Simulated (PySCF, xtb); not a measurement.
Be(Et)(NH2) (C₂H₇BeN), SMILES C[CH2][Be][NH2].

GFN2-xTB run with xtb 6.7.1 at its own geometry gives an orbital gap of 5.52 eV and a dipole moment of 1.63 D.

Coordinates come from a PBE0-D3(BJ)/def2-SVP optimisation. Other conformers were not sampled.

Problem. What does PBE0/def2-TZVPD (PySCF) give? (An estimate is asked for; the answer gives what the named calculation found.)

Solution. gap 7.10 eV (levels -7.24 and -0.13 eV), dipole 0.99 D.
